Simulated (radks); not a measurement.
Question: These are the eigenvalues of the occupied orbitals of an atom or ion with whole-number occupations (eV). All-electron calculation, scalar-relativistic Kohn-Sham, PBE, spin-polarised, spherical densities, finite nucleus; Fermi nuclear charge, rms radius of each element as measured or else 0.836 A^(1/3) + 0.57 fm. Program: a radial shooting solver on a logarithmic mesh with Libxc functionals.

orbital  eigenvalue
1s up     -41698.69
1s down   -41698.60
2s up     -7847.329
2s down   -7837.509
2p up     -7181.097
2p down   -7173.597
3s up     -2645.853
3s down   -2634.987
3p up     -2434.571
3p down   -2423.410
3d up     -2155.273
3d down   -2141.521

Which element is it, and in what charge state? The configuration may be excited. Open shells, if any, are filled with parallel spins first.

Answer: Z = 58, cerium, charge +33: Ce33+ in [Ar] 3d7. The list shows which subshells hold electrons but not how many an open one holds; the 1s level, -1532.4 hartree, gives Z - s = 55.4 by -(Z - s)^2/2, which with screening and relativity narrows Z to a few neighbours, and the depths of the outer levels then fix element, charge and occupations together.
